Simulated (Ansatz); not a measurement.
Consider the formal exchange of groups at a C–C bond: `Cc1ccc(C(=O)O)cc1` + `[CH3][GeH3]` → `[CH3][GeH2][C](=O)O` + `Cc1ccccc1`.

Gas-phase electronic energies from Ansatz, PBE0-D4/def2-TZVP geometries. CCSD(T)/CBS is the MP2 limit (def2-TZVPP, def2-QZVPP) plus CCSD(T) − MP2 in def2-TZVPP, frozen cores. Functionals use def2-TZVPP. B3LYP here is the variant with VWN-RPA as its local correlation; programs differ in this. For Ge outer-core shells are correlated without core-valence functions, which leaves a few kJ/mol of doubt a bond. Scalar relativity is left out up to krypton. One conformer a species, not always the lowest.

| level | ΔE (kJ/mol) | difference from CCSD(T)/CBS |
| --- | --- | --- |
| PBE-D4 | 19.6 | 1.0 |
| PBE0-D4 | 24.8 | 6.2 |
| B3LYP-D4 | 20.4 | 1.8 |
| ωB97M-V | 20.1 | 1.5 |
| B2PLYP | 18.4 | -0.2 |
| PBE | 17.4 | -1.2 |
| r2SCAN | 24.0 | 5.4 |
| MP2/def2-TZVPP | 19.7 | 1.1 |
| SCS-MP2/def2-TZVPP | 18.4 | -0.2 |
| CCSD/def2-TZVPP | 19.1 | 0.5 |
| CCSD(T)/def2-TZVPP | 19.4 | 0.8 |
| HF/def2-QZVPP | 26.8 | 8.2 |
| MP2/def2-QZVPP | 19.3 | 0.7 |
| SCS-MP2/def2-QZVPP | 17.9 | -0.7 |
| HF/CBS(def2) | 26.8 | 8.2 |
| CCSD/CBS(def2) | 18.3 | -0.3 |
| CCSD(T)/CBS | 18.6 | 0 |

Largest T1 diagnostic among the species: 0.014.

From PBE to PBE0 (25 % exact exchange), in def2-TZVPP and without D4, ΔE moves by +5.4 kJ/mol. In def2-TZVPP, CCSD(T) changes the Hartree–Fock value by −7.4 kJ/mol (the triples alone add +0.3 kJ/mol) and MP2 by −7.0 kJ/mol. The D4 term adds +3.1 kJ/mol with B3LYP and +2.0 kJ/mol with PBE0; it sums over pairs of atoms, weighted by their polarisabilities, and B3LYP, whose exchange is more repulsive, gets the larger term.

CCSD(T)/CBS has its own doubt, a few kJ/mol and more with outer-core shells, so smaller differences from it don't rank the levels.
